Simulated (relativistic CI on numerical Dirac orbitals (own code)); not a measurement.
# Electric-dipole lines of Fe17+

These numbers are calculated, not measured: Dirac-Coulomb-Breit CI, separate exchange-only KLI orbitals for each configuration, model QED (radiative potential, 1s self-energy scaled to tabulated hydrogen-like ionisation energies), unscaled Slater integrals (own radial code, finite nucleus).

Configuration list (outside the closed core 1s2): 2s²2p⁵, 2s2p⁶, 2p⁶3s, 2p⁶3p, 2s²2p⁴3s, 2p⁶3d, 2s²2p⁴3p, 2s²2p⁴3d, 2s2p⁵3s, 2s2p⁵3p, 2s2p⁵3d, 2s²2p⁴4s, 2s²2p⁴4p, 2s²2p⁴4d, 2s²2p⁴4f, 2s2p⁵4s. Levels of other configurations are missing.

```csv
λ vac (nm),Lower,Upper,A (s⁻¹),E lower (Ry),E upper (Ry)
1.1428,2s²2p⁵ ²P°3/2 [1],2s²2p⁴4d ²D5/2 [163],5.10e+12,0.0000,79.7424
1.1533,2s²2p⁵ ²P°3/2 [1],2s²2p⁴4d ²D5/2 [138],4.55e+12,0.0000,79.0147
1.4131,2s²2p⁵ ²P°1/2 [2],2s²2p⁴3d ²D3/2 [61],1.51e+13,0.9337,65.4211
1.4157,2s2p⁶ ²S1/2 [3],2s2p⁵3d ²P°1/2 [106],2.11e+13,9.8138,74.1825
1.4176,2s2p⁶ ²S1/2 [3],2s2p⁵3d ²P°3/2 [105],1.45e+13,9.8138,74.0953
1.4197,2s²2p⁵ ²P°3/2 [1],2s²2p⁴3d ²D5/2 [56],2.07e+13,0.0000,64.1875
1.4209,2s²2p⁵ ²P°3/2 [1],2s²2p⁴3d ²P3/2 [55],1.96e+13,0.0000,64.1319
1.4260,2s²2p⁵ ²P°3/2 [1],2s²2p⁴3d ²S1/2 [53],1.50e+13,0.0000,63.9046
1.4342,2s²2p⁵ ²P°1/2 [2],2s²2p⁴3d ²P1/2 [58],2.20e+13,0.9337,64.4712
1.4356,2s²2p⁵ ²P°1/2 [2],2s²2p⁴3d ²D3/2 [57],1.32e+13,0.9337,64.4111
1.4379,2s²2p⁵ ²P°3/2 [1],2s²2p⁴3d ²D5/2 [49],6.88e+12,0.0000,63.3742
1.4542,2s²2p⁵ ²P°3/2 [1],2s²2p⁴3d ²F5/2 [41],4.36e+12,0.0000,62.6638
1.4577,2s2p⁶ ²S1/2 [3],2s2p⁵3d ²P°3/2 [102],1.55e+13,9.8138,72.3281
1.4702,2s2p⁶ ²S1/2 [3],2s2p⁵3d ²P°1/2 [100],1.38e+13,9.8138,71.7950
4.6493,2s²2p⁴3p ²D°5/2 [15],2s²2p⁴4d ²F7/2 [135],6.50e+11,59.2116,78.8118
4.6570,2s²2p⁴3p ⁴D°7/2 [14],2s²2p⁴4d ⁴F9/2 [134],7.11e+11,59.1989,78.7665
4.6575,2s²2p⁴3p ²F°7/2 [26],2s²2p⁴4d ²G9/2 [175],7.17e+11,60.7289,80.2943
5.2467,2s²2p⁴3d ⁴D5/2 [31],2s²2p⁴4f ⁴F°7/2 [144],9.84e+11,61.9589,79.3274
5.2468,2s²2p⁴3d ²D5/2 [59],2s²2p⁴4f ²F°7/2 [200],1.62e+12,65.2205,82.5885
5.2472,2s²2p⁴3d ⁴D7/2 [32],2s²2p⁴4f ⁴F°9/2 [145],1.30e+12,61.9607,79.3275
5.2916,2s²2p⁴3d ⁴F5/2 [44],2s²2p⁴4f ⁴G°7/2 [167],1.25e+12,62.8675,80.0887
5.2919,2s²2p⁴3d ²G7/2 [50],2s²2p⁴4f ²H°9/2 [183],1.53e+12,63.6409,80.8611
5.2960,2s²2p⁴3d ²G9/2 [51],2s²2p⁴4f ²H°11/2 [184],1.59e+12,63.6607,80.8674
5.3018,2s²2p⁴3d ⁴F7/2 [45],2s²2p⁴4f ⁴G°9/2 [169],1.53e+12,62.9610,80.1488
5.3093,2s²2p⁴3d ⁴F9/2 [35],2s²2p⁴4f ⁴G°11/2 [149],1.59e+12,62.1856,79.3491
5.3444,2s²2p⁴3d ²F7/2 [37],2s²2p⁴4f ²G°9/2 [148],1.53e+12,62.2981,79.3489
5.3492,2s²2p⁴3d ⁴P5/2 [47],2s²2p⁴4f ⁴D°7/2 [173],1.35e+12,63.1493,80.1848
5.3782,2s²2p⁴3d ²F7/2 [54],2s²2p⁴4f ²G°9/2 [194],1.31e+12,63.9948,80.9386
5.4605,2s²2p⁴3d ²F5/2 [41],2s²2p⁴4f ²F°7/2 [150],9.81e+11,62.6638,79.3522
35.437,2s²2p⁴3s ⁴P5/2 [4],2s²2p⁴3p ⁴D°7/2 [14],5.63e+09,56.6274,59.1989
```

Terms are leading LS components. Brackets give the number of a level in order of energy, since labels repeat. The list gives strong lines, with weight on those to low levels, without lines whose two gauges differ by over a factor of 2.5, among the lowest 200 of 207 levels, so that lines to higher ones, which can be the strongest, are missing. Levels whose partners in the same complex of configurations lie outside the list can be far off, and so can their lines. Rates are taken at the computed energies, electric ones in the length gauge.

At this charge energies of transitions that change n are usually good to better than 1 %, and those within a shell (Δn = 0) to a few per cent.

LS names give the leading component of a level, which can be under half, so a name can repeat, a term be missing and a line seem to break the LS rules.
